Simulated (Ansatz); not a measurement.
Consider the substitution at a C–Ge bond: `O[CH2][GeH3]` + `[GeH3][TeH]` → `OC[Te][GeH3]` + GeH₄.

Isolated molecules relaxed with PBE0-D4/def2-TZVP in Ansatz; ΔE leaves out vibrations. CCSD(T)/CBS is the MP2 limit (def2-TZVPP, def2-QZVPP) plus CCSD(T) − MP2 in def2-TZVPP, frozen cores. def2 core potentials past Kr. For Ge, Te outer-core shells are correlated without core-valence functions, which leaves a few kJ/mol of doubt a bond. Scalar relativity is left out up to krypton. Each species was taken in one conformer, which may not be the lowest.

```json
{"species": "`O[CH2][GeH3]`", "CCSD(T)/CBS(def2) energy (Eh)": "-2192.91927"}
{"species": "`[GeH3][TeH]`", "CCSD(T)/CBS(def2) energy (Eh)": "-2346.24724"}
{"species": "`OC[Te][GeH3]`", "CCSD(T)/CBS(def2) energy (Eh)": "-2460.67065"}
{"species": "GeH₄", "CCSD(T)/CBS(def2) energy (Eh)": "-2078.49493"}
```

Work out ΔE.

ΔE = (-2460.67065) + (-2078.49493) − (-2192.91927) − (-2346.24724) = 0.00093 Eh = +0.03 eV.

Largest T1 diagnostic among the species: 0.012.

From PBE to PBE0 (25 % exact exchange), in def2-TZVPP and without D4, ΔE moves by +0.06 eV. The D4 term adds −0.05 eV with B3LYP and −0.03 eV with PBE0; it sums over pairs of atoms, weighted by their polarisabilities, and B3LYP, whose exchange is more repulsive, gets the larger term.

B3LYP here is the variant with VWN-RPA as its local correlation; programs differ in this.
